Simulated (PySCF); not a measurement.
CH6AlFGe, SMILES [CH3][Al]([F])[GeH3].

Geometry optimised at PBE0-D3(BJ)/def2-SVP.

These are TDA-PBE0/def2-SVPD (PySCF 2.14.0) values and carry that method's errors.

Vertical excitations. The molecule is in vacuum.

```
state  energy (eV)  λ (nm)      f                          main pairs
-----  -----------  ------  -----  ----------------------------------
S1            4.96     250  0.018                      HOMO→LUMO 97 %
S2            6.22     199  0.290                    HOMO→LUMO+1 96 %
S3            6.74     184  0.061                    HOMO→LUMO+2 90 %
S4            6.87     180  0.001                    HOMO−1→LUMO 98 %
S5            7.19     173  0.054                    HOMO−2→LUMO 82 %
S6            7.28     170  0.061                    HOMO−3→LUMO 93 %
S7            7.50     165  0.018                    HOMO→LUMO+3 88 %
S8            7.80     159  0.004                    HOMO→LUMO+5 94 %
S9            7.83     158  0.116  HOMO→LUMO+4 51 %, HOMO→LUMO+6 23 %
S10           7.94     156  0.102                  HOMO−1→LUMO+1 89 %
T1            4.23     293      0                      HOMO→LUMO 97 %
T2            5.50     225      0                    HOMO→LUMO+1 92 %
T3            5.89     210      0                    HOMO→LUMO+2 92 %
T4            6.26     198      0  HOMO−3→LUMO 74 %, HOMO−1→LUMO 20 %
```
Triplets are in the Tamm–Dancoff approximation.
